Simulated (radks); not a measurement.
Excited configurations of the argon ion Ar2+: one electron is placed in a higher orbital outside [Ne] 3s2 3p3. The ground configuration is [Ne] 3s2 3p4. Calculated with a radial shooting solver on a logarithmic mesh with Libxc functionals: scalar-relativistic Kohn-Sham, r2SCAN, spin-unpolarised, spherical densities, finite nucleus; meta-GGA in the generalised Kohn-Sham scheme; Fermi nuclear charge, rms radius 3.4274 fm. Excitation = E - E(ground); binding = E(ion) - E, where the ion is the core of charge +3; n* = 3/sqrt(2 binding) in atomic units, and the quantum defect is n - n*.

outer orbital,excitation (eV),binding (eV),n*,quantum defect
5s,33.396,9.476,3.595,1.405
6s,37.024,5.847,4.576,1.424
6p,37.765,5.107,4.897,1.103
6d,38.787,4.084,5.476,0.524
7p,39.328,3.543,5.879,1.121

The Delta-SCF ionisation energy is 42.871 eV (NIST Atomic Spectra Database: 40.74 eV, semi-empirical). Self-interaction in the functional shifts the binding energies and quantum defects, so they are the method's values and not measured ones. Spin polarisation and multiplet splitting are left out, so open shells lie too high by an amount that depends on their filling.

Beside tabulated values, note that spin-unpolarised runs miss the spin-polarisation part of the exchange energy of open shells.
